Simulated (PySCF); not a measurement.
Be(Et) (C2H5Be), SMILES [Be+][CH2]C, charge +1.

Coordinates come from a PBE0-D3(BJ)/def2-TZVP optimisation. The multiplicity is an assumed one; other spin states were not compared. The isomer is the one that the SMILES or the coordinates give; other isomers of the formula were not compared.

Calculation: B3LYP/def2-TZVPD run with PySCF.

Computed frontier levels, gap, dipole moment and polarisability:
| Property | Result |
|---|---|
| highest occupied level | -13.69 eV |
| lowest empty level | -10.00 eV |
| orbital gap | 3.69 eV |
| dipole moment about the centre of nuclear charge | 7.62 D |
| mean static polarisability | 45.0 bohr³ (6.67 Å³) |
| polarisability, principal values | 32.7, 36.0, 66.4 bohr³ |
